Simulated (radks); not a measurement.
Problem. All-electron atom: Ho+ in [Kr] 4d10 4f11 5s1 5p6 6s1 6p1 (not the ground configuration). Calculated with a radial shooting solver on a logarithmic mesh with Libxc functionals: Dirac Kohn-Sham, PBE, spin-unpolarised, spherical densities, finite nucleus; open shells fill j = l - 1/2 first; Fermi nuclear charge, rms radius 5.2022 fm.

Spin-orbit splittings of the eigenvalues, e(l+1/2) - e(l-1/2), with zeta = 2 splitting/(2l+1) and mean radii in bohr:

shell  occ.  splitting (eV)  zeta (eV)  <r> j=l-1/2  <r> j=l+1/2
2p        6           857.0      571.3      0.07290      0.08007
3p        6           179.0      119.3       0.2191       0.2326
3d       10           39.12      15.65       0.2053       0.2095
4p        6           40.07      26.71       0.5288       0.5599
4d       10           7.264      2.906       0.5906       0.6017
4f       11          0.9960     0.2846       0.8121       0.8272
5p        6           5.319      3.546        1.411        1.509
5d        0          0.4010     0.1604        2.327        2.389
6p        1               ?          ?        4.132        4.361

Estimate the 6p splitting.

Solution. 0.5365 eV (zeta = 0.3577 eV).
